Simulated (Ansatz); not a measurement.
Z-matrix (Å, degrees):
```
C
B 1 1.569
H 1 1.095 2 111.0
H 1 1.090 2 115.7 3 -124.6
H 1 1.098 2 107.6 3 114.5
B 2 1.601 1 130.4 3 122.2
H 2 1.214 1 116.8 3 -50.8
In 6 2.269 2 108.7 1 -87.7
H 6 1.194 2 135.4 1 97.1
N 8 2.019 6 116.2 2 79.6
H 8 1.722 6 131.7 2 -97.9
H 10 1.007 8 122.5 6 168.2
H 10 1.007 8 123.7 6 10.0
```

Charge 0, multiplicity 1. In takes the def2 core potential.

(1) List the PBE0/def2-TZVPP orbital energies in eV (Ansatz 0.2.0). (Best estimate.)

Results:

(1) Computed: Occupied: -390.39, -277.61, -184.72, -183.98, -127.84, -84.32, -84.04, -84.02, -22.93, -20.94, -20.79, -20.77, -20.71, -20.45, -19.62, -14.71, -12.85, -12.40, -11.60, -11.35, -11.16, -9.49, -8.73, -8.64, -7.03, -6.79. Lowest empty: -1.97, -1.42, -0.29, 0.39, 0.95, 1.39, 1.67, 2.09.
